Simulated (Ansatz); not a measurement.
Geometry optimisation, Ansatz, RHF/def2-SVP.

The input (input.yaml):

```yaml
crystal:
  periodic: [false, false, false]
  atoms:
    - { symbol: B, position_ang: [1.2623, -1.1126, -1.6114] }
    - { symbol: O, position_ang: [1.3826, -0.3554, -0.3479] }
    - { symbol: C, position_ang: [0.0828, -0.0246, 0.1569] }
    - { symbol: C, position_ang: [-0.6425, -1.145, 0.7903] }
    - { symbol: C, position_ang: [-0.5794, 1.1389, -0.4495] }
    - { symbol: Si, position_ang: [0.2001, 1.5413, 1.2511] }
    - { symbol: H, position_ang: [1.2093, -0.4636, -2.6354] }
    - { symbol: H, position_ang: [1.1778, -2.2296, -1.642] }
    - { symbol: H, position_ang: [-0.0977, -1.6835, 1.5826] }
    - { symbol: H, position_ang: [-1.0367, -1.8659, 0.0293] }
    - { symbol: H, position_ang: [-1.6359, -0.7622, 1.3189] }
    - { symbol: H, position_ang: [-0.035, 1.6247, -1.2713] }
    - { symbol: H, position_ang: [-1.739, 1.1149, -0.4361] }
    - { symbol: H, position_ang: [1.3094, 2.4485, 1.0617] }
    - { symbol: H, position_ang: [-0.8801, 1.7232, 2.2323] }
basis:
  gaussian: { orbitals: def2-SVP }
hamiltonian:
  xc: hf
relax:
  f_tol: 0.015
  max_steps: 40
```

Command:

```bash
$ ansatz run input.yaml --threads 2 --pin off --max-ram 3072MiB --backend cpu --events-out ev --progress --plain --runs-dir out
```

**Question.** Where does it end, and by what steps?

**Answer.** The run converged. After 17 steps the energy has fallen by 1.766 eV; H8 moved furthest, 1.39 Å.

```
step  energy less start (eV)  largest force component (eV/Å)  accepted
   0                  0.0000                           4.360       yes
   1                 -0.9306                           1.872       yes
   2                 -1.0819                           1.341       yes
   3                 -1.1261                           0.920       yes
   4                 -1.3053                           0.329       yes
   5                 -1.4028                           0.645       yes
   6                 -1.5054                           0.892       yes
   7                 -1.6176                           0.784       yes
   8                 -1.6834                           0.557       yes
   9                 -1.7325                           0.336       yes
  10                 -1.7519                           0.291       yes
  11                 -1.7575                           0.288       yes
  12                 -1.7610                           0.125       yes
  13                 -1.7658                           0.072       yes
  14                 -1.7632                           0.280        no
  15                 -1.7664                           0.034       yes
  16                 -1.7663                           0.036        no
  17                 -1.7665                           0.010       yes
```

```xyz
15
Properties=species:S:1:pos:R:3
B 1.300 -1.080 -1.531
O 1.236 -0.568 -0.295
C 0.072 -0.036 0.290
C -0.873 -1.120 0.761
C -0.560 1.163 -0.452
Si 0.227 1.600 1.178
H 0.343 -1.080 -2.261
H 2.354 -1.533 -1.884
H -0.357 -1.803 1.438
H -1.257 -1.695 -0.086
H -1.726 -0.696 1.292
H -0.043 1.476 -1.354
H -1.638 1.132 -0.588
H 1.512 2.313 1.165
H -0.613 1.874 2.357
```

Whether the end is a true minimum wasn't checked by a vibrational analysis.

Run time: 52 s on 2 threads of Arm Neoverse V1 (shared host), peak memory 0.34 GiB.
